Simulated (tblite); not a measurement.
Record of a relaxation.

Species: C2H8Cl2GaN.
SMILES with atom numbers: `[CH3:1][CH2:2][Ga-:3]([NH3+:4])([Cl:5])[Cl:6]` (hydrogens: H7, H8, H9 on C1; H10, H11 on C2; H12, H13, H14 on N4)

Computed with GFN2-xTB (tblite), gas phase: L-BFGS steps from a force-field or distance-geometry start until the largest atomic force falls under 0.01 eV/Å. 11 of its 133 geometries are shown.

Step 0: E = -589.8881 eV, largest atomic force 3.218 eV/Å
```
atom  x, y, z in Å  |  force x, y, z in eV/Å
C1     -1.909   -0.259   -0.378    0.188   0.231  -0.575
C2     -0.816   -0.701    0.561    0.254  -0.653   1.173
Ga3     0.602    0.724    0.441   -1.893   2.089   1.552
N4      2.086   -0.086   -0.458    1.764  -1.369  -0.414
Cl5     1.137    1.549    2.400    0.199  -0.243  -0.567
Cl6    -0.163    2.385   -0.829    0.664  -0.408   0.260
H7     -2.662   -1.039   -0.568    0.144   0.433   0.061
H8     -1.375    0.035   -1.312   -0.957  -0.254   0.222
H9     -2.325    0.653    0.077   -0.313  -0.396  -0.485
H10    -0.391   -1.680    0.292   -0.266  -0.086  -0.024
H11    -1.208   -0.806    1.603    0.196  -0.068  -0.621
H12     2.107    0.273   -1.418    0.418   0.011   0.214
H13     1.948   -1.119   -0.516    0.161   0.703   0.006
H14     2.969    0.070    0.082   -0.560   0.010  -0.803
```

Step 13: E = -590.6874 eV, largest atomic force 0.359 eV/Å
```
atom  x, y, z in Å  |  force x, y, z in eV/Å
C1     -2.001   -0.319   -0.393    0.061   0.083  -0.009
C2     -0.902   -0.686    0.603    0.077   0.055   0.047
Ga3     0.416    0.942    0.679   -0.202  -0.274  -0.115
N4      2.187   -0.094   -0.490   -0.016  -0.040   0.037
Cl5     1.354    1.606    2.449    0.082  -0.038  -0.025
Cl6     0.096    2.445   -0.793    0.065  -0.018   0.083
H7     -2.737   -1.113   -0.532    0.096   0.030   0.089
H8     -1.553   -0.080   -1.356   -0.047  -0.058  -0.113
H9     -2.502    0.585   -0.044   -0.185  -0.036  -0.031
H10    -0.379   -1.593    0.279    0.011   0.043  -0.022
H11    -1.338   -0.920    1.580    0.055   0.133  -0.010
H12     2.249    0.259   -1.444    0.028   0.066   0.102
H13     2.035   -1.098   -0.543    0.001  -0.012   0.025
H14     3.074    0.064   -0.017   -0.025   0.064  -0.059
```

Step 26: E = -590.7401 eV, largest atomic force 0.123 eV/Å
```
atom  x, y, z in Å  |  force x, y, z in eV/Å
C1     -2.058   -0.347   -0.412   -0.010   0.019  -0.016
C2     -0.928   -0.624    0.578   -0.038  -0.027  -0.014
Ga3     0.435    0.913    0.652    0.051   0.079   0.046
N4      2.200   -0.090   -0.451   -0.043   0.013   0.010
Cl5     1.502    1.489    2.399   -0.043  -0.087  -0.076
Cl6     0.211    2.494   -0.743   -0.001   0.024  -0.018
H7     -2.727   -1.206   -0.474   -0.020   0.050  -0.013
H8     -1.659   -0.142   -1.405    0.045  -0.060  -0.046
H9     -2.634    0.530   -0.119   -0.037  -0.014   0.087
H10    -0.416   -1.546    0.284    0.070  -0.021   0.025
H11    -1.332   -0.807    1.577   -0.063   0.023   0.041
H12     2.219    0.319   -1.382    0.057   0.005  -0.007
H13     2.110   -1.098   -0.542    0.025  -0.038  -0.008
H14     3.079    0.115    0.017    0.006   0.035  -0.013
```

Step 40: E = -590.7521 eV, largest atomic force 0.070 eV/Å
```
atom  x, y, z in Å  |  force x, y, z in eV/Å
C1     -2.077   -0.362   -0.417    0.004  -0.012   0.008
C2     -0.951   -0.608    0.590   -0.023   0.014  -0.025
Ga3     0.421    0.925    0.622    0.028  -0.024  -0.017
N4      2.210   -0.082   -0.467   -0.026   0.010   0.001
Cl5     1.528    1.361    2.373    0.009   0.013   0.037
Cl6     0.244    2.538   -0.743   -0.004  -0.013   0.021
H7     -2.744   -1.224   -0.467    0.004   0.029  -0.001
H8     -1.679   -0.175   -1.415    0.025  -0.033   0.042
H9     -2.661    0.513   -0.128    0.003  -0.031  -0.001
H10    -0.413   -1.532    0.343   -0.067   0.018   0.011
H11    -1.371   -0.750    1.593    0.018   0.012  -0.040
H12     2.264    0.324   -1.399    0.038  -0.016   0.002
H13     2.173   -1.095   -0.552    0.012   0.022  -0.007
H14     3.056    0.168    0.043   -0.020   0.010  -0.031
```

Step 53: E = -590.7565 eV, largest atomic force 0.034 eV/Å
```
atom  x, y, z in Å  |  force x, y, z in eV/Å
C1     -2.086   -0.371   -0.420    0.000   0.007  -0.003
C2     -0.970   -0.601    0.599   -0.007   0.010  -0.011
Ga3     0.434    0.903    0.612    0.001   0.008   0.027
N4      2.220   -0.064   -0.497    0.016  -0.013  -0.004
Cl5     1.536    1.305    2.384   -0.007  -0.010  -0.021
Cl6     0.257    2.546   -0.710   -0.003   0.010  -0.004
H7     -2.757   -1.230   -0.459    0.004   0.013   0.013
H8     -1.675   -0.211   -1.416    0.005  -0.006   0.005
H9     -2.669    0.511   -0.153    0.008  -0.004  -0.018
H10    -0.457   -1.546    0.385   -0.016  -0.007   0.029
H11    -1.394   -0.695    1.605    0.001  -0.025  -0.011
H12     2.313    0.317   -1.436   -0.009   0.020   0.007
H13     2.212   -1.078   -0.559   -0.006  -0.018   0.006
H14     3.037    0.215    0.043    0.013   0.016  -0.016
```

Step 66: E = -590.7597 eV, largest atomic force 0.039 eV/Å
```
atom  x, y, z in Å  |  force x, y, z in eV/Å
C1     -2.083   -0.380   -0.431   -0.007   0.000  -0.017
C2     -0.997   -0.605    0.619   -0.005   0.006  -0.001
Ga3     0.436    0.877    0.623    0.001  -0.012   0.000
N4      2.245   -0.043   -0.512   -0.008  -0.008  -0.005
Cl5     1.553    1.242    2.387    0.015  -0.001   0.032
Cl6     0.253    2.554   -0.659   -0.006  -0.018  -0.002
H7     -2.789   -1.210   -0.437   -0.011  -0.007  -0.009
H8     -1.649   -0.288   -1.426    0.012  -0.014  -0.020
H9     -2.635    0.537   -0.224    0.005   0.022   0.005
H10    -0.514   -1.575    0.455    0.014   0.031   0.020
H11    -1.452   -0.649    1.615    0.030  -0.007   0.000
H12     2.291    0.332   -1.457   -0.015   0.001  -0.005
H13     2.264   -1.058   -0.564   -0.004  -0.005  -0.002
H14     3.076    0.266   -0.011   -0.022   0.013   0.005
```

Step 79: E = -590.7634 eV, largest atomic force 0.036 eV/Å
```
atom  x, y, z in Å  |  force x, y, z in eV/Å
C1     -2.061   -0.385   -0.451    0.003   0.006  -0.003
C2     -1.015   -0.602    0.642   -0.003   0.016  -0.012
Ga3     0.448    0.843    0.656   -0.014   0.033  -0.006
N4      2.236   -0.027   -0.532   -0.011   0.005  -0.012
Cl5     1.582    1.162    2.422    0.004   0.005  -0.013
Cl6     0.230    2.529   -0.613    0.021   0.000   0.023
H7     -2.821   -1.167   -0.419    0.015  -0.004  -0.006
H8     -1.598   -0.391   -1.438    0.005  -0.011  -0.005
H9     -2.556    0.578   -0.323    0.009   0.001   0.002
H10    -0.548   -1.585    0.532    0.003  -0.026  -0.002
H11    -1.500   -0.598    1.624   -0.012  -0.011   0.027
H12     2.221    0.339   -1.482   -0.007   0.000  -0.002
H13     2.317   -1.039   -0.574   -0.008  -0.022   0.008
H14     3.064    0.340   -0.066   -0.006   0.010   0.001
```

Step 92: E = -590.7666 eV, largest atomic force 0.027 eV/Å
```
atom  x, y, z in Å  |  force x, y, z in eV/Å
C1     -2.026   -0.399   -0.473    0.002   0.005  -0.009
C2     -1.030   -0.603    0.667    0.001   0.026  -0.007
Ga3     0.446    0.832    0.691    0.005  -0.004   0.009
N4      2.194   -0.017   -0.555    0.001  -0.001  -0.010
Cl5     1.631    1.109    2.431   -0.003  -0.008   0.012
Cl6     0.264    2.557   -0.528   -0.019   0.015   0.003
H7     -2.833   -1.131   -0.419    0.022  -0.010  -0.009
H8     -1.531   -0.497   -1.440   -0.009   0.001   0.007
H9     -2.466    0.599   -0.426    0.007  -0.014   0.002
H10    -0.573   -1.596    0.603    0.005   0.006  -0.003
H11    -1.552   -0.567    1.630   -0.011   0.007   0.010
H12     2.130    0.320   -1.513   -0.003  -0.009  -0.002
H13     2.338   -1.024   -0.568   -0.006  -0.004   0.012
H14     3.008    0.417   -0.123    0.008  -0.009  -0.016
```

Step 106: E = -590.7760 eV, largest atomic force 0.071 eV/Å
```
atom  x, y, z in Å  |  force x, y, z in eV/Å
C1     -1.884   -0.451   -0.553   -0.016  -0.010   0.007
C2     -1.052   -0.543    0.725   -0.003  -0.008   0.019
Ga3     0.467    0.838    0.815   -0.006  -0.005  -0.001
N4      2.066    0.006   -0.625   -0.016   0.059  -0.036
Cl5     1.756    0.889    2.496    0.015  -0.007   0.015
Cl6     0.246    2.698   -0.175    0.013  -0.014  -0.017
H7     -2.773   -1.080   -0.480    0.027   0.002  -0.016
H8     -1.307   -0.773   -1.419    0.022   0.002  -0.010
H9     -2.204    0.575   -0.729   -0.025   0.017   0.002
H10    -0.636   -1.549    0.841   -0.001   0.003   0.005
H11    -1.699   -0.377    1.595   -0.004  -0.001   0.001
H12     1.815    0.151   -1.600   -0.004  -0.004   0.015
H13     2.322   -0.968   -0.491   -0.005  -0.027   0.020
H14     2.882    0.581   -0.421    0.003  -0.006  -0.005
```

Step 119: E = -590.7800 eV, largest atomic force 0.022 eV/Å
```
atom  x, y, z in Å  |  force x, y, z in eV/Å
C1     -1.846   -0.453   -0.562   -0.009   0.001   0.004
C2     -1.045   -0.528    0.737    0.016   0.001   0.013
Ga3     0.464    0.864    0.835    0.004   0.000   0.000
N4      2.013    0.013   -0.632    0.016  -0.012  -0.002
Cl5     1.777    0.868    2.501   -0.002   0.010  -0.001
Cl6     0.269    2.722   -0.162   -0.003  -0.003   0.008
H7     -2.698   -1.132   -0.527    0.002  -0.009  -0.016
H8     -1.227   -0.722   -1.418    0.004   0.004   0.000
H9     -2.219    0.558   -0.725   -0.011   0.010   0.002
H10    -0.614   -1.527    0.863    0.001   0.003   0.006
H11    -1.714   -0.373    1.592   -0.011   0.003  -0.007
H12     1.748    0.097   -1.610   -0.011   0.009   0.000
H13     2.239   -0.958   -0.433    0.016  -0.014  -0.004
H14     2.852    0.571   -0.480   -0.012  -0.003  -0.003
```

Step 132: E = -590.7817 eV, largest atomic force 0.010 eV/Å
```
atom  x, y, z in Å  |  force x, y, z in eV/Å
C1     -1.841   -0.442   -0.560    0.002   0.002  -0.002
C2     -1.040   -0.524    0.740   -0.006  -0.004   0.001
Ga3     0.463    0.873    0.839   -0.001  -0.001  -0.002
N4      2.007   -0.015   -0.624    0.004   0.001  -0.002
Cl5     1.771    0.919    2.506    0.002   0.000   0.001
Cl6     0.269    2.715   -0.188    0.001  -0.001  -0.002
H7     -2.647   -1.177   -0.562    0.006   0.007  -0.004
H8     -1.203   -0.629   -1.424   -0.004  -0.001   0.009
H9     -2.278    0.549   -0.677    0.001  -0.005   0.003
H10    -0.598   -1.520    0.854    0.000  -0.001   0.000
H11    -1.712   -0.388    1.595   -0.001   0.001  -0.003
H12     1.727    0.087   -1.597   -0.001  -0.003   0.005
H13     2.234   -0.989   -0.444   -0.001   0.002  -0.003
H14     2.849    0.540   -0.477   -0.002   0.003  -0.001
```

Problem. Summarise the path.

Solution. The energy falls by 0.8936 eV from step 0 to step 132; nine tenths of that is first reached at step 14. It rises by more than 0.2 meV at step 100. The largest force goes from 3.218 to 0.010 eV/Å. Among the bonds Ga3–N4 changes most, from 1.915 to 2.304 Å; the atoms move by 0.579 Å rms after alignment.

Problem. Follow the three bonds and two angles with the largest change from start to end.

Solution. 
```
step  E above end (eV)  largest force (eV/Å)  Ga3–N4 (Å)  Ga3–Cl6 (Å)  Ga3–Cl5 (Å)  N4–Ga3–Cl5 (°)  N4–Ga3–Cl6 (°)
   0            0.8936                 3.218       1.915        2.226        2.192           112.9           108.3
   6            0.2208                 0.504       2.318        2.104        2.095           103.6            98.5
  11            0.1219                 0.331       2.326        2.148        2.118           103.6            96.0
  17            0.0725                 0.191       2.361        2.121        2.125           101.2            93.9
  23            0.0507                 0.171       2.332        2.109        2.103            98.5            94.1
  29            0.0376                 0.073       2.308        2.125        2.120            96.5            95.4
  34            0.0332                 0.076       2.310        2.118        2.120            95.0            95.6
  40            0.0296                 0.070       2.324        2.120        2.118            94.2            95.3
  46            0.0264                 0.047       2.317        2.118        2.122            94.2            95.2
  52            0.0254                 0.034       2.316        2.117        2.125            94.5            95.1
  57            0.0244                 0.040       2.320        2.117        2.121            94.3            94.9
  63            0.0228                 0.068       2.316        2.117        2.126            94.2            95.2
  69            0.0211                 0.046       2.324        2.122        2.120            93.7            94.8
  75            0.0193                 0.036       2.326        2.117        2.122            93.9            94.2
  80            0.0181                 0.030       2.316        2.120        2.124            94.0            93.9
  86            0.0166                 0.053       2.317        2.122        2.121            94.3            93.3
  92            0.0151                 0.027       2.308        2.120        2.123            93.9            93.1
  98            0.0119                 0.080       2.307        2.126        2.124            94.9            93.2
 103            0.0067                 0.042       2.308        2.120        2.122            94.8            95.0
 109            0.0049                 0.036       2.307        2.117        2.118            95.0            96.2
 115            0.0028                 0.049       2.299        2.119        2.121            95.2            95.7
 121            0.0015                 0.026       2.295        2.117        2.121            94.9            95.0
 126            0.0007                 0.043       2.301        2.117        2.118            94.9            95.3
 132            0.0000                 0.010       2.304        2.118        2.119            95.4            95.1
```

What follows is the cost of the whole relaxation. The run took 1.6 s wall on Arm Neoverse N1, one thread, no GPU, shared host with 64 logical CPUs at a one-minute load of 61.
